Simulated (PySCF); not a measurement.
Calculated NMR parameters of C=C(C)[Si@@H](P)/C=C/[SiH2]N

| Item | Value |
| --- | --- |
| Formula | C5H14NPSi2 |
| SMILES | C=C(C)[Si@@H](P)/C=C/[SiH2]N |
| Point group of the computed structure | C1 |
| Carbon signals | 5 |
| Proton signals | 10 |

Atoms are numbered as in `[CH2:1]=[C:2]([CH3:3])[Si@@H:4]([PH2:5])/[CH:6]=[CH:7]/[SiH2:8][NH2:9]` (H(Xn): hydrogen on atom n). Ha(C1) is cis to C3; Ha(Si8) is pro-R; Hb(Si8) is pro-S; Hb(C1) is trans to C3.

- geometry from GFN2-xTB
- σ from GIAO-PBE0/pcSseg-1
- run in PySCF 2.14
- one conformer, no solvent, rapidly exchanging positions averaged, non-relativistic

Chemical shifts δ = σref − σ; ¹H, ¹³C, ²⁹Si against TMS; ³¹P against H3PO4; ¹⁵N against NH3, all at this level.

```tsv
carbon	δC, type	δH (multiplicity)	HMBC from (2–3 bonds)	span of the C tensor (ppm)
C1	136.4, CH2	Ha(C1) 6.10 (m); Hb(C1) 5.56 (m)	H(Si4), H(C3)	208
C2	151.0, C	–	H(C6), Ha(C1), Hb(C1), H(Si4), H(C3), H(P5)	253
C3	27.1, CH3	2.09 (s)	Ha(C1), Hb(C1), H(Si4)	40
C6	161.4, CH	7.34 (m)	H(C7), Hb(Si8), Ha(Si8), H(Si4), H(P5)	274
C7	162.0, CH	7.12 (m)	H(C6), Hb(Si8), Ha(Si8), H(Si4)	264
```

Other nuclei:
```json
{"atoms": "Hb(Si8)", "nucleus": "¹H", "environment": "hydrogen on a silicon bonded to C, N", "δ (ppm)": "5.09", "σ (ppm)": "26.62"}
{"atoms": "Ha(Si8)", "nucleus": "¹H", "environment": "hydrogen on a silicon bonded to C, N", "δ (ppm)": "5.04", "σ (ppm)": "26.68"}
{"atoms": "H(Si4)", "nucleus": "¹H", "environment": "hydrogen on a silicon bonded to 2 C, P", "δ (ppm)": "4.99", "σ (ppm)": "26.73"}
{"atoms": "H(P5)", "nucleus": "¹H", "environment": "hydrogen on a phosphorus bonded to Si", "δ (ppm)": "1.06", "σ (ppm)": "30.66"}
{"atoms": "H(N9)", "nucleus": "¹H", "environment": "hydrogen on a nitrogen bonded to Si", "δ (ppm)": "0.08", "σ (ppm)": "31.64"}
{"atoms": "P5", "nucleus": "³¹P", "environment": "phosphorus bonded to Si, 2 H", "δ (ppm)": "-276.4", "σ (ppm)": "594.8"}
{"atoms": "Si4", "nucleus": "²⁹Si", "environment": "silicon bonded to 2 C, P, H", "δ (ppm)": "-29.4", "σ (ppm)": "378.5"}
{"atoms": "Si8", "nucleus": "²⁹Si", "environment": "silicon bonded to C, N, 2 H", "δ (ppm)": "-37.6", "σ (ppm)": "386.8"}
{"atoms": "N9", "nucleus": "¹⁵N", "environment": "nitrogen bonded to Si, 2 H", "δ (ppm)": "6.6", "σ (ppm)": "261.1"}
```

δC 162.0, 161.4: alkene CH; an sp2 carbon of a C=C bond. δC 151.0: fully substituted alkene carbon; as expected for a trigonal carbon in a double bond. δC 136.4: terminal =CH2 carbon; the olefinic region. δC 27.1: allylic methyl carbon; saturated and bonded to C and H only. δH 6.10, 5.56: hydrogen on a terminal =CH2 carbon; olefinic region.

The OH or NH signal is concentration- and solvent-dependent in practice; the value given is the gas-phase one. Splittings by ³¹P in the carbon and heteronuclear signals aren't shown, as no couplings were computed. Shifts are as computed. Against solution values, carbons near 30 ppm lie about +3 ppm off and those near 130 ppm about +5 ppm. Of 1211 compounds with measured shifts, 218 miss one by over three times the rms of a fit or turn the order of signals round; such compounds aren't used in these exercises. Experimental scales use liquid or dissolved standards, which lie at an offset from isolated NH3 (liquid NH3: subtract about 20 ppm) and H3PO4. Multiplicities follow the n + 1 count of equivalent neighbours, as no J values were calculated; m marks all less simple cases, F and P coupling included.
